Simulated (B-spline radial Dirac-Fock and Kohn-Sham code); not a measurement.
# Core-level shifts of bismuth with charge state

These are calculated numbers from a radial B-spline solver; the model is multi-electron Dirac-Fock with separately optimised hole states, Breit and Lamb-shift corrections added in first order. Each ion is free and in its tabulated ground configuration. Electron correlation is not included.

Reference: Bi⁷⁺, [Xe] 4f14 5d8, with K 90632.1 eV, M3 3292.2 eV, N2 921.1 eV, N3 792.3 eV, O2 223.2 eV, Kα1 (K-L3) 77103.7 eV, Kβ1 (K-M3) 87339.9 eV, Lℓ (L3-M1) 9412.5 eV. Shifts from it, in eV (a dash: the subshell is empty, belongs to an open shell averaged over j, or its hole state is left out as unreliable):

| ion | configuration | K | M3 | N2 | N3 | O2 | Kα1 | Kβ1 | Lℓ |
| --- | --- | --- | --- | --- | --- | --- | --- | --- | --- |
| Bi⁸⁺ | [Xe] 4f14 5d7 | +23.3 | +23.0 | +22.6 | +22.5 | +20.1 | -0.07 | +0.31 | +0.37 |
| Bi⁹⁺ | [Xe] 4f14 5d6 | +47.6 | +46.9 | +46.0 | +45.9 | +40.9 | -0.13 | +0.69 | +0.79 |
| Bi¹⁰⁺ | [Xe] 4f14 5d5 | +72.8 | +71.7 | +70.2 | +70.0 | +62.1 | -0.19 | +1.15 | +1.28 |
| Bi¹¹⁺ | [Xe] 4f14 5d4 | +99.0 | +97.3 | +95.2 | +94.9 | +83.9 | -0.24 | +1.69 | +1.84 |
| Bi¹²⁺ | [Xe] 4f14 5d3 | +126.0 | +123.7 | +120.8 | +120.5 | +106.3 | -0.28 | +2.30 | +2.47 |
| Bi¹³⁺ | [Xe] 4f14 5d2 | +153.9 | +150.9 | +147.2 | +146.8 | +129.1 | -0.30 | +3.00 | +3.16 |

Over this range K (1s) moves by +153.9 eV and Kα1 by -0.3 eV: a line is a difference of two levels that shift in the same direction.
